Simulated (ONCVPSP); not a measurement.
## u(r) = r·R(r): atom against pseudo-atom (erbium (Er))

Columns: radius, all-electron u(r) and pseudo u(r) of the 5p shell (level -29.14 eV) of erbium in the configuration [Kr] 4d10 4f11 5s2 5p6 5d1.5 6s1.5; PBE, scalar-relativistic, ONCV scheme, ONCVPSP 4.0.1.

```csv
r (bohr),all-electron,pseudo
0.150,0.3114,0.0284
0.300,-0.2076,0.1145
0.450,-0.4732,0.2513
0.600,-0.1411,0.4128
0.750,0.3158,0.5700
0.900,0.6666,0.7103
1.050,0.8690,0.8298
1.200,0.9483,0.9111
1.350,0.9426,0.9298
1.500,0.8853,0.8842
1.650,0.8013,0.8013
1.800,0.7068,0.7068
1.950,0.6120,0.6120
2.100,0.5229,0.5229
2.250,0.4422,0.4422
2.400,0.3711,0.3711
2.550,0.3096,0.3096
2.700,0.2571,0.2571
2.850,0.2127,0.2127
3.000,0.1755,0.1755
3.150,0.1444,0.1444
3.300,0.1186,0.1186
3.450,0.0973,0.0973
3.600,0.0796,0.0796
3.750,0.0651,0.0651
3.900,0.0531,0.0531
```

Question: How many radial nodes do the two functions have?

Answer: The all-electron 5p function has n − l − 1 = 3 (the table is too coarse to show those close to the nucleus); the pseudo-wave has 0, since the states of the same l below it are removed with the core.

Question: At about which radius was the pseudo-wave matched?

Answer: 1.65 bohr, where the columns begin to agree (steps of 0.15 bohr).

Question: Is the pseudo-wave norm-conserving?

Answer: Yes: the ONCV scheme keeps the norm inside the radius equal to the all-electron one, which fixes the energy derivative of the logarithmic derivative at the level.
